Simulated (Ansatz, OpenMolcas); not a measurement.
**How basis sets differ on CH6FNSn (SMILES [CH3][SnH]([NH2])[F])**

CH6FNSn has 10 atoms, charge 0, and is taken as a singlet. As SMILES, `[CH3][SnH]([NH2])[F]`. Geometry: relaxed at PBE0-D4/def2-TZVP. This is one conformer, not always the lowest.

| atom | x (Å) | y (Å) | z (Å) |
| --- | --- | --- | --- |
| C | -1.0233 | 1.1869 | 0.3056 |
| Sn | -0.0126 | -0.4241 | -0.6328 |
| N | 1.5222 | -1.0852 | 0.4658 |
| F | -1.3086 | -1.8554 | -0.5934 |
| H | -1.1915 | 0.9354 | 1.3529 |
| H | -0.4324 | 2.1007 | 0.2428 |
| H | -1.9853 | 1.3425 | -0.1813 |
| H | 0.4133 | -0.3293 | -2.2803 |
| H | 1.7197 | -0.6107 | 1.3332 |
| H | 2.3816 | -1.3120 | -0.0097 |

Quantity: the dipole moment, in D. The values are calculated.

| level | kind | program | value (D) |
| --- | --- | --- | --- |
| HF/ANO-R0 (sfX2C) | Hartree–Fock | OpenMolcas | 2.50 |
| HF/ANO-RCC-MB (DKH2) | Hartree–Fock | OpenMolcas | 4.25 |
| HF/STO-3G | Hartree–Fock | Ansatz | 2.86 |
| HF/3-21G | Hartree–Fock | Ansatz | 4.51 |
| HF/def2-SVP (core potential) | Hartree–Fock | Ansatz | 4.46 |

All-electron rows without a relativistic Hamiltonian named are non-relativistic, while core potentials hold scalar relativity, so basis and relativity change together. The values span 2.50 to 4.51 D. Magnitudes only. Sets without polarisation functions give poor dipoles.
